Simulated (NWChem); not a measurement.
Electron attachment to BrSi

```
Si
Br 1 2.2394
```
Charge 0, spin multiplicity 2.

Everything below was run with NWChem. All single points use one geometry, from UPBE0/def2-SVP, a minimum by its harmonic frequencies.

Basis set: def2-TZVPD. −ε marks an orbital energy of the parent. The basis adds only a small set of diffuse functions.

The Hamiltonian is non-relativistic. B3LYP has NWChem's definition, with VWN1-RPA local correlation. This spin state was chosen for the runs; another may lie lower. The structure started from a generated list of species. The unpaired electrons of the parent sit in orbitals of symmetry b2 (C2v labels of the run); other states weren't searched. The stability of the SCF solutions was not checked. Open-shell Hartree-Fock references start from PBE0 orbitals.

**Question.** For the vertical electron affinity, −ε(alpha LUMO) of B3LYP gives 3.30 eV and −ε(alpha LUMO) of BP86 gives 4.07 eV. What do −ε(alpha LUMO) of PBE0, −ε(alpha LUMO) of PBE, −ε(alpha LUMO) of HF give?

**Answer.** −ε(alpha LUMO) of PBE0: 3.18 eV; −ε(alpha LUMO) of PBE: 3.99 eV; −ε(alpha LUMO) of HF: 0.07 eV.
